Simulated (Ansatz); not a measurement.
Molecule: sum formula SiNH4, charge -1, multiplicity 1. 
Geometry from a B3LYP-D3(BJ)/def2-TZVP (Ansatz, a first-principles code) optimisation:
```xyz
6

N      1.0724    -0.4462    -0.2807
Si    -0.4330     0.1443     0.0840
H      1.8436     0.0367     0.1750
H     -0.9665     0.1212     1.5254
H     -1.4968    -0.6426    -0.6434
H     -0.8254     1.5882    -0.2677
```
Charge -1, spin multiplicity 1.

Basis-set convergence of Hartree-Fock and CCSD correlation energies (hartree) with Ansatz. Valence correlation only, unless marked. No spin-orbit coupling. No relativistic terms. This anion needs diffuse functions, which these sets lack.

```
basis        functions       E(HF)  E(corr, CCSD)
-----------  ---------  ----------  -------------
cc-pV(D+d)Z         57  -345.67612       -0.32285
cc-pV(T+d)Z        125  -345.71888       -0.39181
cc-pV(Q+d)Z        239         [?]            [?]
```

### Question
Complete the blanks.

### Answer

- cc-pV(Q+d)Z, E(HF): -345.73135
- cc-pV(Q+d)Z, E(corr, CCSD): -0.41426
